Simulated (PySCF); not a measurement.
# Cost of excited-state runs on `C[SiH2][C@H]([SiH3])[Si@@H](N)F`, C2H12FNSi3

Geometry (Å), atoms numbered from 1 in this order:
```xyz
19

C    -2.388   -1.019    0.041
Si   -1.354   -0.005    1.264
C     0.252    0.595    0.429
Si   -0.043    1.595   -1.158
Si    1.478   -0.816    0.158
N     3.006   -0.152   -0.255
F     1.781   -1.577    1.552
H    -2.721   -0.408   -0.793
H    -1.820   -1.851   -0.364
H    -3.270   -1.428    0.522
H    -1.054   -0.814    2.451
H    -2.130    1.173    1.691
H     0.719    1.278    1.144
H    -1.121    2.567   -0.962
H    -0.390    0.708   -2.275
H     1.174    2.327   -1.536
H     0.970   -1.896   -0.686
H     3.078    0.469   -1.041
H     3.823   -0.737   -0.188
```

PySCF with density fitting, on 1 thread of an Arm Neoverse V2, shared host. Command: `OMP_NUM_THREADS=1 python excited_run.py task.json out`

**Question.** How long does this run take, and how much memory?
- circular dichroism and optical rotation, CAM-B3LYP/def2-SVPD; 8 states; writes grids

**Answer.** 
| run | level | basis functions | wall time | peak memory (GiB) |
| --- | --- | --- | --- | --- |
| circular dichroism and optical rotation | CAM-B3LYP/def2-SVPD | 251 | 2.1 min | 1.2 |

Times from a shared host are rough.
